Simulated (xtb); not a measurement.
Job for xtb: GFN2-xTB on BFH4N2 (SMILES NB(N)F), a point of a torsion scan.

```
$ xtb mol.xyz --gfn 2 --opt vtight --chrg 0 --uhf 0 --input xcontrol
8

N      1.06324942    -0.50251420     0.24643943
B     -0.02018593     0.57367242     0.23049647
N     -0.03102575     1.47777741    -1.00509335
F     -0.27336565     1.27304332     1.48194477
H      1.51029302    -0.61931800     1.17011506
H      1.72606238    -0.42094171    -0.53990071
H      0.87442104     2.00671880    -0.97352321
H     -0.11670703     0.95496120    -1.88739479
$constrain
  force constant=1.0
  dihedral: 5,1,2,4,0.0
$end
```

Program output:

```
[...]
           -------------------------------------------------
          |                Calculation Setup                |
           -------------------------------------------------



           -------------------------------------------------
          |                 G F N 2 - x T B                 |
           -------------------------------------------------

        Reference                      10.1021/acs.jctc.8b01176
      * Hamiltonian:
        H0-scaling (s, p, d)           1.850000    2.230000    2.230000
        zeta-weighting                 0.500000
      * Dispersion:
        s8                             2.700000
        a1                             0.520000
        a2                             5.000000
        s9                             5.000000
      * Repulsion:
        kExp                           1.500000    1.000000
        rExp                           1.000000
      * Coulomb:
        alpha                          2.000000
        third order                    shell-resolved
        anisotropic                    true
        a3                             3.000000
        a5                             4.000000
        cn-shift                       1.200000
        cn-exp                         4.000000
        max-rad                        5.000000


          ...................................................
          :                      SETUP                      :
          :.................................................:
          :  # basis functions                  20          :
          :  # atomic orbitals                  20          :
          :  # shells                           12          :
          :  # electrons                        24          :
          :  max. iterations                   250          :
          :  Hamiltonian                  GFN2-xTB          :
          :  restarted?                      false          :
          :  GBSA solvation                  false          :
          :  PC potential                    false          :
          :  electronic temp.          300.0000000     K    :
          :  accuracy                    1.0000000          :
          :  -> integral cutoff          0.2500000E+02      :
          :  -> integral neglect         0.1000000E-07      :
          :  -> SCF convergence          0.1000000E-05 Eh   :
          :  -> wf. convergence          0.1000000E-03 e    :
          :  Broyden damping             0.4000000          :
          :  net charge                          0          :
          :  unpaired electrons                  0          :
          ...................................................

 iter      E             dE          RMSdq      gap      omega  full diag
   1    -13.8337302 -0.138337E+02  0.696E+00    4.99       0.0  T
   2    -13.9162308 -0.825006E-01  0.488E+00    2.62       1.0  T
   3    -13.9270489 -0.108182E-01  0.270E+00    4.22       1.0  T
   4    -13.9610020 -0.339530E-01  0.608E-01    3.39       1.0  T
   5    -13.9615194 -0.517450E-03  0.389E-01    3.68       1.0  T
   6    -13.9622492 -0.729769E-03  0.155E-01    3.47       1.0  T
   7    -13.9624205 -0.171363E-03  0.224E-02    3.53       1.6  T
   8    -13.9624205  0.363274E-07  0.150E-02    3.53       2.4  T
   9    -13.9624220 -0.149154E-05  0.275E-03    3.52      12.8  T
  10    -13.9624220 -0.475404E-07  0.638E-04    3.53      55.4  T
  11    -13.9624221 -0.375102E-08  0.226E-04    3.53     156.7  T

   *** convergence criteria satisfied after 11 iterations ***

         #    Occupation            Energy/Eh            Energy/eV
      -------------------------------------------------------------
         1        2.0000           -0.7716838             -20.9986
       ...           ...                  ...                  ...
         6        2.0000           -0.5179514             -14.0942
         7        2.0000           -0.5031138             -13.6904
         8        2.0000           -0.4862694             -13.2321
         9        2.0000           -0.4774264             -12.9914
        10        2.0000           -0.4537412             -12.3469
        11        2.0000           -0.4195387             -11.4162
        12        2.0000           -0.3810310             -10.3684 (HOMO)
        13                         -0.2514478              -6.8422 (LUMO)
        14                          0.0071017               0.1932
        15                          0.0338822               0.9220
        16                          0.1202261               3.2715
        17                          0.1440159               3.9189
       ...                                ...                  ...
        20                          0.2551029               6.9417
      -------------------------------------------------------------
                  HL-Gap            0.1295831 Eh            3.5261 eV
             Fermi-level           -0.3162394 Eh           -8.6053 eV

 SCC (total)  
[...]
..                                ...                  ...
        20                          0.5733219              15.6009
      -------------------------------------------------------------
                  HL-Gap            0.2650953 Eh            7.2136 eV
             Fermi-level           -0.2470903 Eh           -6.7237 eV

 SCC (total)                   0 d,  0 h,  0 min,  0.002 sec
 SCC setup                      ...        0 min,  0.000 sec (  2.470%)
 Dispersion                     ...        0 min,  0.000 sec (  0.778%)
 classical contributions        ...        0 min,  0.000 sec (  0.390%)
 integral evaluation            ...        0 min,  0.000 sec ( 24.140%)
 iterations                     ...        0 min,  0.000 sec ( 19.492%)
 molecular gradient             ...        0 min,  0.001 sec ( 49.416%)
 printout                       ...        0 min,  0.000 sec (  3.017%)

         :::::::::::::::::::::::::::::::::::::::::::::::::::::
         ::                     SUMMARY                     ::
         :::::::::::::::::::::::::::::::::::::::::::::::::::::
         :: total energy             -13.946235703716 Eh    ::
         :: gradient norm              0.000049663922 Eh/a0 ::
         :: HOMO-LUMO gap              7.213609465035 eV    ::
         ::.................................................::
         :: SCC energy               -14.079732396867 Eh    ::
         :: -> isotropic ES            0.067541077711 Eh    ::
         :: -> anisotropic ES          0.003418388156 Eh    ::
         :: -> anisotropic XC          0.000512067652 Eh    ::
         :: -> dispersion             -0.002639748695 Eh    ::
         :: repulsion energy           0.133496693138 Eh    ::
         :: add. restraining           0.000000000013 Eh    ::
         :: total charge              -0.000000000000 e     ::
         :::::::::::::::::::::::::::::::::::::::::::::::::::::

           -------------------------------------------------
          |                Property Printout                |
           -------------------------------------------------

    * Orbital Energies and Occupations

         #    Occupation            Energy/Eh            Energy/eV
      -------------------------------------------------------------
         1        2.0000           -0.7609216             -20.7057
         2        2.0000           -0.5982977             -16.2805
         3        2.0000           -0.5940983             -16.1662
         4        2.0000           -0.5338456             -14.5267
         5        2.0000           -0.5253421             -14.2953
         6        2.0000           -0.5198656             -14.1463
         7        2.0000           -0.4851111             -13.2005
         8        2.0000           -0.4769063             -12.9773
         9        2.0000           -0.4716345             -12.8338
        10        2.0000           -0.4385461             -11.9334
        11        2.0000           -0.4159838             -11.3195
        12        2.0000           -0.3796379             -10.3305 (HOMO)
        13                         -0.1145427              -3.1169 (LUMO)
        14                          0.0262222               0.7135
        15                          0.0935750               2.5463
        16                          0.1822802               4.9601
        17                          0.2396898               6.5223
        18                          0.3788916              10.3102
        19                          0.5404637              14.7068
        20                          0.5733219              15.6009
      -------------------------------------------------------------
                  HL-Gap            0.2650953 Eh            7.2136 eV
             Fermi-level           -0.2470903 Eh           -6.7237 eV

     #   Z          covCN         q      C6AA      α(0)
     1   7 N        2.562    -0.371    29.598     8.080
     2   5 B        2.402     0.425    19.632     8.166
     3   7 N        2.562    -0.371    29.598     8.080
     4   9 F        0.722    -0.338    12.769     4.220
     5   1 H        0.861     0.170     1.270     1.765
     6   1 H        0.861     0.157     1.355     1.824
     7   1 H        0.861     0.170     1.270     1.765
     8   1 H        0.861     0.157     1.355     1.824

 Mol. C6AA /au·bohr⁶  :        542.624971
 Mol. C8AA /au·bohr⁸  :      11868.581184
 Mol. α(0) /au        :         35.722861


Wiberg/Mayer (AO) data.
largest (>0.10) Wiberg bond orders for each atom

 ---------------------------------------------------------------------------
     #   Z sym  total        # sym  WBO       # sym  WBO       # sym  WBO
 ---------------------------------------------------------------------------
     1   7 N    3.269 --     2 B    1.237     6 H    0.965     5 H    0.958
     2   5 B    3.434 --     3 N    1.237     1 N    1.237     4 F    0.948
     3   7 N    3.269 --     2 B    1.237     8 H    0.965     7 H    0.958
     4   9 F    1.044 --     2 B    0.948
     5   1 H    0.971 --     1 N    0.958
     6   1 H    0.975 --     1 N    0.965
     7   1 H    0.971 --     3 N    0.958
     8   1 H    0.975 --     3 N    0.965
 ---------------------------------------------------------------------------

Topologies differ in total number of bonds
Writing topology from bond orders to xtbtopo.mol

molecular dipole:
                 x           y           z       tot (Debye)
 q only:        0.360      -0.416      -0.852
   full:        0.404      -0.467      -0.956       2.894
molecular quadrupole (traceless):
                xx          xy          yy          xz          yz          zz
 q only:        0.772      -1.188      -0.021       0.373      -4.248      -0.752
  q+dip:        0.236      -2.229       0.337       0.642      -5.384      -0.573
   full:        0.403      -1.986       0.229       0.566      -5.198      -0.632

           -------------------------------------------------
          |                Geometry Summary                 |
           -------------------------------------------------

      molecular mass/u    :       61.8546006
   center of mass at/Å    :        0.4136140       0.7990091       0.2619210
  moments of inertia/u·Å² :        0.5172756E+02   0.5566557E+02   0.1073931E+03
rotational constants/cm⁻¹ :        0.3258927E+00   0.3028377E+00   0.1569712E+00

 * 7 selected distances

     #   Z          #   Z                                           value/Å
     1   7 N        2   5 B                                       1.4004006 (max)
     2   5 B        3   7 N                                       1.4003851
     2   5 B        4   9 F                                       1.3491400
     1   7 N        5   1 H                                       1.0027007
     1   7 N        6   1 H                                       1.0015420 (min)
     3   7 N        7   1 H                                       1.0027032
     3   7 N        8   1 H                                       1.0015454

 * 3 distinct bonds (by element types)

   Z      Z             #   av. dist./Å        max./Å        min./Å
   1 H    7 N           4     1.0021228     1.0027032     1.0015420
   5 B    7 N           2     1.4003929     1.4004006     1.4003851
   5 B    9 F           1     1.3491400     1.3491400     1.3491400


optimized geometry written to: xtbopt.xyz


           -------------------------------------------------
          | TOTAL ENERGY              -13.946235703716 Eh   |
          | GRADIENT NORM               0.000049663922 Eh/α |
          | HOMO-LUMO GAP               7.213609465035 eV   |
           -------------------------------------------------

------------------------------------------------------------------------
------------------------------------------------------------------------
 total:
 SCF:
Note: The following floating-point exceptions are signalling: IEEE_UNDERFLOW_FLAG IEEE_DENORMAL
normal termination of xtb
 ANC optimizer:
```

The run finished.

Warnings raised: the energy holds the restraint's term.

Cost: about 0.07 core-seconds (a rough figure).
